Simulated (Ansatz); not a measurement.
A nudged elastic band was laid between two geometries of BFH6NSi (10 atoms, charge 1, multiplicity 1).

All numbers below come from RHF/def2-SVP (Ansatz).

* movable images: 5
* climbing image: yes
* spring: 5.0 eV/Å²
* optimiser: quadratic models (default)
* start path: through a guess of the saddle point
* force threshold: 0.5 eV/Å
* iteration limit: 60
* end points: relaxed

Initial state:

```xyz
10
Properties=species:S:1:pos:R:3
N -0.518 1.120 -0.956
B 0.188 -0.252 -0.621
F 0.582 -0.815 -1.711
Si 0.419 -0.990 1.299
H -0.041 1.900 -0.512
H -1.473 1.143 -0.607
H -0.544 1.298 -1.957
H -0.315 -2.268 1.339
H -0.167 0.010 2.217
H 1.869 -1.147 1.509
```

Final state:

```xyz
10
Properties=species:S:1:pos:R:3
N -0.513 1.109 -0.952
B 0.195 -0.268 -0.632
F 0.583 -0.819 -1.729
Si 0.419 -0.990 1.293
H -0.033 1.886 -0.503
H -1.467 1.129 -0.601
H -0.542 1.296 -1.951
H 1.209 0.029 2.017
H 1.095 -2.292 1.205
H -0.946 -1.079 1.853
```

Question: Which bonds break or form, and what moves?

Answer: No bond is made or broken. The dihedral F3–B2–Si4–H9 goes from 179 to -1°.

Question: What energy profile does the band end with?

Answer: The run converged. The highest image is number 4 of 0 to 6, 0.003 eV above the ends, which have the same energy within 2 meV. The threshold of 0.5 eV/Å is loose, so the images may lie well off the minimum-energy path. The top lies less than 8 meV above the higher end, about what the thresholds resolve: that end is a shoulder or a very shallow well. Another band between the same ends (5 images) ends at a top of the same energy, where a vibrational analysis finds no clearly imaginary modes. Limits of this set-up: the dipole of an ion depends on the origin.

| image | path coordinate (Å) | energy (eV) | dihedral F3–B2–Si4–H9 (°) |
| --- | --- | --- | --- |
| 0 | 0.00 | 0.000 | 179 |
| 1 | 0.98 | 0.001 | -153 |
| 2 | 1.96 | 0.001 | -122 |
| 3 | 2.93 | 0.001 | -90 |
| 4 | 3.91 | 0.003 | -58 |
| 5 | 4.89 | 0.002 | -29 |
| 6 | 5.86 | 0.001 | -1 |

Question: What is the geometry of the highest image?

Answer: 
```xyz
10
Properties=species:S:1:pos:R:3:forces:R:3
N -0.306 1.172 -0.994 0.01 0.11 0.04
B -0.131 -0.346 -0.590 -0.04 0.07 0.00
F -0.366 -1.089 -1.617 0.03 -0.03 0.07
Si 0.383 -0.987 1.314 0.04 -0.10 0.08
H 0.489 1.741 -0.712 -0.01 -0.04 0.00
H -1.114 1.583 -0.529 0.01 -0.04 0.00
H -0.439 1.293 -1.995 0.01 -0.05 0.00
H 1.675 -1.692 1.161 -0.09 0.04 0.00
H -0.708 -1.874 1.771 0.07 0.06 -0.07
H 0.517 0.200 2.190 -0.02 -0.02 -0.12
```

The run took 82 s on 1 thread of Intel(R) Xeon(R) Platinum 8259CL CPU @ 2.50GHz (Skylake/Cascade Lake), on a shared host, peak memory 0.17 GiB.
